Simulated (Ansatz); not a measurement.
Born–Oppenheimer molecular dynamics of CH10OSi3 (15 atoms, charge 0, multiplicity 1). It starts from a relaxed structure.

All numbers below come from RKS PBE0-D4/STO-3G in Ansatz.

| Quantity | Value |
| --- | --- |
| ensemble | NVT, Langevin thermostat |
| time step | 0.5 fs |
| steps asked | 100 |
| set temperature | 700 K |
| friction | 0.05 /fs |
| seed | 48034 |

Frames 2.5 fs apart, positions in Å, forces in eV/Å.

Velocities at 5 fs (Å/ps):

```
Si -2.77 3.76 -3.41
C 7.72 -5.28 1.80
H 15.55 16.42 -25.91
H -57.40 -7.84 -2.01
H 23.50 -9.22 2.21
Si 1.62 -7.38 6.10
H -5.85 -4.20 34.93
H 25.38 -10.10 5.08
H 13.44 -3.19 -29.11
O 6.72 -1.79 -8.99
H -10.56 28.30 -16.99
Si -5.97 1.56 -1.26
H -7.96 -51.63 17.59
H 34.35 -27.04 -14.23
H 35.91 10.45 17.90
```

```xyz
15
Properties=species:S:1:pos:R:3:forces:R:3 time_fs=5 energy_less_start_eV=0.472 T=650
Si -0.022 0.000 -0.034 -0.15 -0.78 0.43
C 0.082 -0.185 1.854 0.96 0.16 0.44
H -0.966 -0.101 2.134 -0.16 0.05 0.93
H 0.448 -1.194 2.174 -0.38 0.84 -0.42
H 0.707 0.586 2.421 -1.11 -1.01 -1.09
Si 2.061 0.127 -0.844 1.07 0.22 -1.46
H 2.790 -1.062 -0.346 -0.29 0.74 -0.51
H 2.150 0.269 -2.341 -0.26 -0.69 1.34
H 2.795 1.333 -0.471 -0.32 -0.42 0.44
O -0.785 1.452 -0.468 -1.09 1.09 0.11
H -1.718 1.513 -0.018 1.13 -0.48 -0.31
Si -1.139 -1.855 -0.809 1.39 0.28 -0.08
H -2.412 -2.199 -0.266 -0.59 0.26 0.00
H -1.101 -1.883 -2.256 -0.41 0.07 0.08
H -0.302 -2.952 -0.430 0.22 -0.33 0.11
15
Properties=species:S:1:pos:R:3:forces:R:3 time_fs=7.5 energy_less_start_eV=0.802 T=551
Si -0.030 0.004 -0.038 0.01 -1.10 0.63
C 0.105 -0.195 1.857 -0.52 2.68 -1.11
H -0.944 -0.059 2.101 -0.22 0.46 1.11
H 0.320 -1.177 2.151 0.90 -1.97 0.48
H 0.771 0.549 2.390 -1.06 -0.99 -0.74
Si 2.066 0.110 -0.827 0.84 -0.17 -1.52
H 2.784 -1.057 -0.285 -0.22 0.61 -0.45
H 2.224 0.220 -2.305 -0.44 -0.75 0.97
H 2.794 1.308 -0.515 -0.05 0.14 0.79
O -0.766 1.447 -0.488 -1.52 1.73 0.06
H -1.712 1.583 -0.063 1.56 -0.80 -0.36
Si -1.149 -1.849 -0.809 1.45 -1.49 0.35
H -2.425 -2.327 -0.223 0.52 0.77 -0.62
H -1.037 -1.955 -2.271 -0.65 0.23 0.56
H -0.215 -2.933 -0.405 -0.62 0.66 -0.17
15
Properties=species:S:1:pos:R:3:forces:R:3 time_fs=10 energy_less_start_eV=0.987 T=476
Si -0.040 0.000 -0.041 0.19 -0.94 0.55
C 0.134 -0.195 1.849 -5.26 -1.38 -2.04
H -0.940 -0.027 2.172 1.49 0.45 0.27
H 0.253 -1.214 2.151 0.82 -1.08 -0.02
H 0.782 0.410 2.367 2.00 2.11 1.44
Si 2.071 0.092 -0.817 -0.65 -0.50 -0.85
H 2.760 -1.020 -0.252 0.38 -0.35 0.04
H 2.260 0.150 -2.235 -0.34 -0.66 -0.46
H 2.763 1.261 -0.529 0.61 1.34 1.11
O -0.755 1.446 -0.492 -0.52 1.63 -0.39
H -1.685 1.596 -0.101 0.53 -0.67 0.12
Si -1.153 -1.851 -0.816 1.67 -1.89 0.85
H -2.398 -2.392 -0.192 0.64 0.88 -0.77
H -1.012 -2.035 -2.260 -0.74 0.37 0.34
H -0.155 -2.883 -0.390 -0.84 0.70 -0.18
15
Properties=species:S:1:pos:R:3:forces:R:3 time_fs=12.5 energy_less_start_eV=0.853 T=629
Si -0.047 -0.012 -0.040 0.00 -0.17 -0.06
C 0.129 -0.194 1.833 -1.61 -2.88 0.46
H -0.836 0.038 2.266 -0.53 0.61 0.31
H 0.214 -1.284 2.155 0.37 1.35 -0.89
H 0.856 0.336 2.412 0.97 0.84 -0.07
Si 2.068 0.081 -0.809 -0.74 -0.59 0.69
H 2.732 -1.011 -0.188 0.43 -0.45 0.18
H 2.317 0.029 -2.172 -0.16 -0.50 -1.77
H 2.767 1.246 -0.499 0.49 1.28 0.88
O -0.746 1.458 -0.498 1.47 0.75 -0.96
H -1.641 1.584 -0.112 -1.41 -0.26 0.88
Si -1.151 -1.862 -0.824 2.04 -1.10 1.40
H -2.333 -2.414 -0.200 -0.30 0.52 -0.25
H -1.043 -2.122 -2.214 -0.60 0.39 -0.84
H -0.139 -2.837 -0.398 -0.41 0.22 0.06
15
Properties=species:S:1:pos:R:3:forces:R:3 time_fs=15 energy_less_start_eV=0.797 T=672
Si -0.052 -0.025 -0.040 -0.15 0.43 -0.56
C 0.121 -0.203 1.822 0.61 -0.50 3.40
H -0.769 0.119 2.397 -0.09 0.17 -0.68
H 0.182 -1.290 2.143 0.32 1.17 -0.76
H 0.967 0.336 2.423 -1.36 -1.05 -2.06
Si 2.068 0.063 -0.807 0.42 -0.12 0.35
H 2.714 -1.020 -0.108 0.21 -0.01 -0.04
H 2.360 -0.119 -2.200 -0.34 -0.12 -0.29
H 2.768 1.279 -0.441 -0.26 -0.08 0.13
O -0.730 1.476 -0.505 -0.46 0.43 0.14
H -1.662 1.529 -0.088 0.39 -0.19 -0.06
Si -1.143 -1.873 -0.824 2.23 0.01 -0.40
H -2.285 -2.414 -0.233 -1.41 -0.06 0.52
H -1.075 -2.210 -2.229 -0.47 0.64 -0.09
H -0.116 -2.754 -0.386 0.34 -0.74 0.41
15
Properties=species:S:1:pos:R:3:forces:R:3 time_fs=17.5 energy_less_start_eV=0.836 T=732
Si -0.058 -0.040 -0.052 -0.07 1.24 -0.54
C 0.120 -0.218 1.825 -0.30 3.11 1.93
H -0.714 0.170 2.486 0.45 -0.16 -1.41
H 0.145 -1.229 2.093 0.48 -2.37 0.37
H 1.016 0.285 2.318 -0.91 -0.81 -1.34
Si 2.077 0.037 -0.809 1.26 -0.26 -0.23
H 2.741 -1.026 -0.028 -0.17 0.57 -0.52
H 2.358 -0.281 -2.265 -0.48 0.52 1.55
H 2.753 1.318 -0.398 -0.70 -1.14 -0.57
O -0.722 1.503 -0.519 -0.58 -0.67 0.64
H -1.657 1.453 -0.089 0.43 0.28 -0.28
Si -1.128 -1.889 -0.820 0.72 -0.23 -0.60
H -2.339 -2.401 -0.247 -0.33 0.29 0.19
H -1.115 -2.250 -2.242 -0.19 0.71 0.43
H -0.092 -2.716 -0.334 0.40 -1.09 0.39
15
Properties=species:S:1:pos:R:3:forces:R:3 time_fs=20 energy_less_start_eV=0.792 T=601
Si -0.064 -0.053 -0.066 0.06 1.96 -0.41
C 0.111 -0.217 1.833 -0.72 -0.84 -0.34
H -0.656 0.206 2.495 -0.40 -0.06 -0.56
H 0.167 -1.299 2.050 0.03 0.39 0.13
H 1.023 0.226 2.184 0.99 0.30 0.05
Si 2.092 0.015 -0.810 0.74 -0.41 -0.34
H 2.774 -0.988 0.028 -0.19 0.42 -0.56
H 2.316 -0.415 -2.279 -0.28 0.94 2.04
H 2.723 1.321 -0.388 -0.61 -1.20 -0.87
O -0.725 1.529 -0.530 0.09 -1.55 0.67
H -1.643 1.423 -0.092 -0.14 0.49 -0.13
Si -1.120 -1.905 -0.808 0.33 -1.09 0.56
H -2.407 -2.348 -0.212 0.90 0.50 -0.27
H -1.155 -2.258 -2.219 -0.06 0.54 0.15
H -0.034 -2.740 -0.290 -0.74 -0.38 -0.13
15
Properties=species:S:1:pos:R:3:forces:R:3 time_fs=22.5 energy_less_start_eV=0.888 T=610
Si -0.071 -0.067 -0.079 0.28 2.40 -0.27
C 0.098 -0.229 1.837 0.40 -2.61 -1.77
H -0.636 0.231 2.486 -0.64 -0.16 0.08
H 0.197 -1.372 1.976 -0.44 2.23 0.45
H 1.055 0.193 2.079 0.79 0.32 0.47
Si 2.108 -0.011 -0.818 -1.35 -0.56 -0.15
H 2.801 -0.919 0.013 0.45 -0.74 0.37
H 2.265 -0.515 -2.204 0.09 0.86 0.79
H 2.668 1.250 -0.401 0.12 0.28 -0.72
O -0.729 1.538 -0.543 0.06 -1.95 0.79
H -1.654 1.417 -0.113 0.02 0.52 -0.21
Si -1.117 -1.913 -0.798 0.73 -1.27 1.11
H -2.423 -2.295 -0.218 0.86 0.30 -0.09
H -1.198 -2.238 -2.188 0.03 0.32 -0.45
H 0.001 -2.770 -0.278 -1.39 0.05 -0.39
15
Properties=species:S:1:pos:R:3:forces:R:3 time_fs=25 energy_less_start_eV=1.063 T=477
Si -0.082 -0.080 -0.092 0.56 2.37 0.03
C 0.090 -0.258 1.837 2.14 2.05 -2.28
H -0.661 0.197 2.482 -0.09 -0.11 0.03
H 0.217 -1.300 1.972 -0.22 -1.60 0.88
H 1.122 0.186 2.010 -1.67 -0.36 0.46
Si 2.120 -0.035 -0.833 -2.66 -1.46 2.03
H 2.888 -0.909 -0.023 0.28 -0.59 0.43
H 2.201 -0.573 -2.106 0.42 0.08 -1.85
H 2.583 1.206 -0.458 0.92 1.99 -0.39
O -0.725 1.537 -0.554 -0.14 -1.93 0.84
H -1.673 1.446 -0.150 0.42 0.34 -0.29
Si -1.116 -1.923 -0.793 0.97 -0.30 0.05
H -2.393 -2.224 -0.231 -0.22 -0.18 0.47
H -1.214 -2.256 -2.178 0.02 0.32 -0.49
H -0.015 -2.744 -0.308 -0.74 -0.63 0.08
15
Properties=species:S:1:pos:R:3:forces:R:3 time_fs=27.5 energy_less_start_eV=1.041 T=511
Si -0.093 -0.088 -0.104 0.95 1.91 0.46
C 0.091 -0.276 1.842 0.76 2.22 -1.58
H -0.717 0.164 2.490 1.12 -0.30 -0.73
H 0.209 -1.310 2.051 -0.15 -1.53 0.46
H 1.123 0.166 2.006 -1.68 -0.14 0.61
Si 2.123 -0.060 -0.841 -1.33 -0.73 2.14
H 2.985 -0.953 -0.050 -0.56 0.37 -0.21
H 2.171 -0.621 -2.143 0.34 0.48 -0.94
H 2.564 1.273 -0.498 0.33 0.05 -0.84
O -0.720 1.530 -0.566 0.26 -1.77 0.64
H -1.675 1.458 -0.202 0.07 0.21 -0.08
Si -1.121 -1.935 -0.792 1.77 0.62 -0.04
H -2.356 -2.165 -0.209 -1.40 -0.57 0.94
H -1.211 -2.250 -2.155 -0.20 0.16 -1.25
H -0.032 -2.750 -0.354 -0.27 -0.99 0.44
15
Properties=species:S:1:pos:R:3:forces:R:3 time_fs=30 energy_less_start_eV=1.036 T=430
Si -0.105 -0.092 -0.105 1.50 1.43 0.56
C 0.087 -0.282 1.844 -0.91 -2.14 -1.16
H -0.750 0.145 2.444 0.81 -0.15 -0.35
H 0.198 -1.401 2.118 -0.43 2.06 -0.57
H 1.047 0.157 2.066 0.31 0.65 0.73
Si 2.124 -0.088 -0.838 -0.53 -0.24 0.52
H 3.053 -0.996 -0.060 -1.10 0.97 -0.69
H 2.136 -0.613 -2.245 0.31 0.94 1.08
H 2.553 1.335 -0.579 -0.03 -1.41 -0.79
O -0.711 1.524 -0.584 -0.18 -1.77 0.84
H -1.674 1.455 -0.217 0.40 0.29 -0.24
Si -1.125 -1.947 -0.802 0.37 0.84 1.07
H -2.390 -2.152 -0.157 -0.13 -0.40 0.08
H -1.169 -2.228 -2.159 -0.43 0.05 -1.68
H -0.058 -2.776 -0.381 0.03 -1.14 0.62
15
Properties=species:S:1:pos:R:3:forces:R:3 time_fs=32.5 energy_less_start_eV=0.802 T=589
Si -0.114 -0.093 -0.111 2.02 0.74 0.64
C 0.070 -0.287 1.837 -0.31 -2.09 -1.68
H -0.785 0.099 2.360 -0.54 0.56 0.58
H 0.185 -1.368 2.165 -0.25 1.31 -0.79
H 0.975 0.198 2.143 0.61 0.78 0.50
Si 2.116 -0.112 -0.839 -1.25 -0.27 -0.96
H 3.070 -0.976 -0.124 -0.61 0.39 -0.19
H 2.130 -0.537 -2.293 0.21 0.62 1.49
H 2.522 1.278 -0.681 0.28 -0.37 -0.28
O -0.704 1.514 -0.591 -0.09 -1.61 0.78
H -1.653 1.438 -0.206 0.08 0.42 -0.19
Si -1.133 -1.956 -0.810 -0.41 -0.11 0.16
H -2.451 -2.158 -0.113 1.25 -0.18 -0.79
H -1.157 -2.222 -2.247 -0.44 0.38 0.41
H -0.057 -2.824 -0.383 -0.56 -0.56 0.33
```

Of the whole run (50 fs, mean temperature of the second half 591 K): The mean temperature of the second half is 16 % below the set value. A run of 0.05 ps of so small a system gives no equilibrium averages. Limits of this set-up: minimal basis.

Run time: 5.5 min on 1 thread of Arm Neoverse V2, on a shared host, peak memory 0.12 GiB.
